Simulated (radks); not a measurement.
Task: The mean radii <r> (bohr) of the occupied orbitals of an atom or ion are listed with their occupations. Method: Dirac Kohn-Sham, BLYP, spin-unpolarised, spherical densities, finite nucleus; Fermi nuclear charge, rms radius of each element as measured or else 0.836 A^(1/3) + 0.57 fm; computed with a radial shooting solver on a logarithmic mesh with Libxc functionals.

| orbital | occ. | <r> |
|---|---|---|
| 1s1/2 | 2 | 0.03263 |
| 2s1/2 | 2 | 0.1416 |
| 2p1/2 | 2 | 0.1203 |
| 2p3/2 | 4 | 0.1252 |
| 3s1/2 | 2 | 0.3905 |
| 3p1/2 | 2 | 0.3830 |
| 3p3/2 | 4 | 0.3938 |
| 3d3/2 | 4 | 0.3682 |
| 3d5/2 | 6 | 0.3716 |
| 4s1/2 | 2 | 0.9659 |
| 4p1/2 | 2 | 1.033 |
| 4p3/2 | 4 | 1.061 |
| 4d3/2 | 4 | 1.306 |
| 4d5/2 | 1 | 1.317 |

Name the element and its charge. Open shells, if any, fill j = l - 1/2 first.

Result: Z = 45, rhodium, charge +4: Rh4+ in [Kr] 4d5. The 1s radius gives Z: for a bare nucleus <r> = (2 gamma + 1)/(2Z) with gamma = sqrt(1 - (Z/c)^2), 0.0321 bohr for Z = 45, and screening makes it slightly larger (0.03263 here). The occupations add up to 41, and the charge is Z minus that.
